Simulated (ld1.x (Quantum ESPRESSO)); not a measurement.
The numbers below are computed, except where a source is named.
# Pseudopotentials across the periodic table

Generated with ld1.x 7.5 (TM, RRKJ, ultrasoft, PAW), atompaw 4.2 or ONCVPSP 4.0.1. The cutoff is in Ry: for ld1.x and atompaw files where the sum of valence levels is converged to 10 mRy in a Bessel basis, for ONCV files where the hardest occupied wave has 1 mHa per electron of residual kinetic energy. The error is the largest all-electron minus pseudo excitation energy over each file’s own four to seven test configurations (ionisations up to +4, promotions, holes and added fractions of an electron), all of which were solved. The labels leave out finer settings (local radius, basis sizes, second energies), which also bear on the numbers. Spin-polarised tests are not counted. The rows are a selection from randomly drawn settings: files with unsolved tests, undetermined cutoffs or missed reference levels are left out.

A true bound ghost makes a file unfit for plane-wave use even where its test errors are small: the radial tests pick states by their node count and pass the ghost by.

| element | potential | cutoff (Ry) | largest error (meV) | bound ghosts |
| --- | --- | --- | --- | --- |
| Br | ultrasoft, PW91, scalar-relativistic, rc 1.60/1.55 (sp), local smoothed, core correction yes, reference 4s2 4p5 | 12 | -69 | none |
| Ag | TM semilocal, LDA (PZ), scalar-relativistic, rc 2.45/3.90/1.15 (spd), local s, core correction yes, reference 4d10 5s0.75 5p0.25 | 80 | -835 | none |
| Cd | TM semilocal, PBE, scalar-relativistic, rc 1.90/3.25/1.00/3.30 (spdf), local d, core correction yes, reference 4d10 5s1 5p1 | 110 | -112 | none |
| I | ultrasoft, LDA (PZ), scalar-relativistic, rc 1.65/1.65 (sp), local smoothed, core correction no, reference 5s2 5p4.5 | 15 | +46 | s, p, d |
| Os | RRKJ, LDA (PZ), scalar-relativistic, rc 1.50/1.70/1.40 (spd), local s, core correction no, reference 5s2 5p6 5d6 6s0 6p0 | 80 | +3475 | none |

Problem. Fill in the row for Te: TM, revPBE, scalar-relativistic, rc 1.60/2.15 (sp), local s, core correction no, reference 5s2 5p2.

Solution. cutoff 30 Ry, largest error -28 meV, bound ghosts: none.
